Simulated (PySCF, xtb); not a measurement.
SbF₅, SMILES [F][Sb]([F])([F])([F])[F].

Harmonic wavenumbers (cm⁻¹) from GFN2-xTB (xtb) at its own minimum, in rising order: 21, 24, 148, 152, 158, 165, 185, 350, 425, 429, 438, 447.

### Question
What does PBE0-D3(BJ)/def2-SVP in PySCF 2.14.0 give at its own minimum? (The exact figures need the calculation; the answer reports its results.)

### Answer
80, 80, 244, 244, 261, 261, 269, 639, 660, 723, 723, 725. Paired by order, the mean absolute difference is 164 cm⁻¹ and the zero-point energies are 4.2 and 7.0 kcal/mol.
